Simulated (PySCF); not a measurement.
**Ionisation energy of Er(53+) by level of theory**

Er(53+) [Ne] 3s2 3p3 (4S) → Er(54+) [Ne] 3s2 3p2 (3P), as a difference of total energies. Computed with PySCF 2.14 in an uncontracted even-tempered set (16 s from 13 bohr⁻², ratio 2.5; 10 p from 17 bohr⁻², ratio 2.5; 4 d from 67 bohr⁻², ratio 2.7; 4 f from 100 bohr⁻², ratio 2.7), with no relativity, point nucleus. Correlated levels: outer shells: 1s2 frozen; virtual orbitals above 40 to 60 times the deepest correlated orbital energy dropped. The calculations carry no spin-orbit coupling.

| method | ionisation energy (eV) |
| --- | --- |
| UHF | 4927.9 |
| LDA | 4928.2 |
| PBE | 4928.9 |
| PBE0 | 4929.0 |
| r2SCAN | 4929.9 |
| r2SCANh | 4929.8 |
| TPSS | 4928.9 |
| MP2 (outer shells) | 4927.9 |
| SCS-MP2 (outer shells) | 4927.6 |

Spin-orbit coupling is strong in these open shells (close to jj coupling). The scalar numbers leave it out and a first-order estimate fails, so it can dominate the gap to the real levels.

The ground level that NIST lists for one species does not belong to the high-spin term computed here, so part of any gap is the choice of state.

The gap to the reference is mostly relativistic.

For comparison: 4978 ± 5 eV (theoretical estimate listed by NIST; NIST Atomic Spectra Database, ionization energies).
